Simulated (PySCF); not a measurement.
Job file and geometry (Å, from GFN2-xTB) of an NMR shielding run on `InChI=1S/C5H10O3Si/c6-2-1-5-8-3-4(7)9-5/h5-6H,1-3,9H2/t5-/m0/s1`, GIAO PBE0/pcSseg-1 NMR shielding, non-relativistic, gas phase in PySCF; density fitting, a coarse starting grid and PySCF grid level 2 are the driver's defaults:

```
$ OMP_NUM_THREADS=1 python probes_run.py task.json out

{"job": {"kind": "nmr", "xc": "PBE0", "basis": "pcSseg-1"}, "charge": 0, "multiplicity": 1}
O     -3.355858     0.034994    -1.320672
C     -2.375014     0.024203    -0.618112
C     -2.432884    -0.187521     0.887543
O     -1.215935     0.162766     1.492839
C     -0.101672    -0.308129     0.731077
C      1.165316     0.342587     1.261949
C      2.331411    -0.020245     0.354765
O      2.015467     0.415083    -0.954269
Si    -0.502522     0.181755    -1.076752
H     -3.217213     0.410903     1.354847
H     -2.660897    -1.255116     1.054878
H     -0.025427    -1.401595     0.864537
H      1.024488     1.422869     1.260014
H      1.378328     0.022290     2.282672
H      3.251583     0.468623     0.699258
H      2.482720    -1.107121     0.367191
H      2.643719     0.049570    -1.584769
H     -0.157093    -0.827397    -2.072468
H     -0.258321     1.580731    -1.391423
```

Problem. What does the program print?

Solution. 
```
coarse grid: 16512 points
cycle   1  E = -710.7408797183  dE =  1.365e+00  |g| = 1.018e+00  |ddm| = 3.927e+00
cycle   2  E = -710.2633814599  dE =  4.775e-01  |g| = 1.882e+00  |ddm| = 2.313e+00
cycle   3  E = -710.9232996474  dE = -6.599e-01  |g| = 2.541e-01  |ddm| = 1.674e+00
cycle   4  E = -710.9345560731  dE = -1.126e-02  |g| = 1.082e-01  |ddm| = 2.723e-01
cycle   5  E = -710.9365355891  dE = -1.980e-03  |g| = 2.270e-02  |ddm| = 9.081e-02
cycle   6  E = -710.9366367551  dE = -1.012e-04  |g| = 7.458e-03  |ddm| = 2.276e-02
cycle   7  E = -710.9366470067  dE = -1.025e-05  |g| = 2.042e-03  |ddm| = 6.546e-03
cycle   8  E = -710.9366476931  dE = -6.864e-07  |g| = 6.808e-04  |ddm| = 1.963e-03
final grid: 155312 points
cycle   9  E = -711.0215001516  dE = -2.121e-05  |g| = 1.627e-02  |ddm| = 2.907e-02
cycle  10  E = -711.0213993516  dE =  1.008e-04  |g| = 2.853e-02  |ddm| = 2.820e-02
cycle  11  E = -711.0215466963  dE = -1.473e-04  |g| = 3.484e-03  |ddm| = 1.922e-02
cycle  12  E = -711.0215489682  dE = -2.272e-06  |g| = 4.455e-04  |ddm| = 2.411e-03
cycle  13  E = -711.0215489988  dE = -3.055e-08  |g| = 1.898e-04  |ddm| = 5.569e-04
cycle  14  E = -711.0215490064  dE = -7.606e-09  |g| = 3.636e-05  |ddm| = 2.190e-04
cycle  15  E = -711.0215490066  dE = -2.303e-10  |g| = 1.595e-05  |ddm| = 4.629e-05
converged SCF energy = -711.0215490066

GIAO shielding tensors (ppm)
atom      isotropic    diamagn.    paramagn.     s11        s22        s33       span
  0 O     -508.829     395.328    -904.157  -1469.576   -464.365    407.455   1877.031
  1 C      -76.984     258.792    -335.776   -199.862    -98.985     67.896    267.759
  2 C      103.916     246.572    -142.656     90.840     96.458    124.449     33.609
  3 O      293.878     397.514    -103.636    232.118    319.669    329.846     97.728
  4 C      114.228     252.178    -137.950     80.463     93.690    168.532     88.069
  5 C      149.205     245.627     -96.422    136.081    151.620    159.914     23.833
  6 C      124.028     243.427    -119.399     99.985    109.059    163.040     63.055
  7 O      290.695     393.052    -102.357    256.865    266.808    348.411     91.546
  8 Si     429.902     879.689    -449.786    372.126    431.589    485.991    113.865
  9 H       27.737      27.741      -0.003     23.718     26.600     32.894      9.176
 10 H       28.137      28.598      -0.461     24.016     26.445     33.951      9.935
 11 H       27.846      32.421      -4.575     24.179     28.011     31.348      7.170
 12 H       29.313      30.391      -1.078     26.258     27.749     33.932      7.674
 13 H       29.266      29.502      -0.236     25.017     27.391     35.389     10.372
 14 H       27.418      26.635       0.783     22.362     26.609     33.284     10.922
 15 H       27.955      29.626      -1.670     23.477     27.033     33.356      9.879
 16 H       30.750      31.222      -0.472     21.289     26.946     44.016     22.727
 17 H       27.934      29.848      -1.914     24.266     26.357     33.179      8.913
 18 H       27.727      29.401      -1.675     23.664     27.251     32.265      8.601
```

Problem. Turn these shieldings into chemical shifts. Scale: ¹⁷O (σref 336.08) against H2O; ¹³C (σref 186.93) and ²⁹Si (σref 349.16) and ¹H (σref 31.72) against TMS (reference shieldings calculated alike).

Solution. Averaging equivalent atoms: O 0: 844.9; O 7: 45.4; O 3: 42.2; C 1: 263.9; C 2: 83.0; C 4: 72.7; C 6: 62.9; C 5: 37.7; Si 8: -80.7; H 14: 4.30; H 18: 3.99; H 9: 3.98; H 11: 3.87; H 17: 3.78; H 15: 3.76; H 10: 3.58; H 13: 2.45; H 12: 2.40; H 16: 0.97 ppm. Unscaled 17O shifts of doubly bonded oxygen tend to come out too high, by tens of ppm or more. Experimental scales use liquid or dissolved standards, which lie at an offset from isolated H2O (liquid H2O: subtract about 36 ppm).

Size and cost of the density-fitted run: 210 basis functions, 89 s wall time on 1 thread of an Arm Neoverse N1, shared host; peak memory 0.94 GiB.
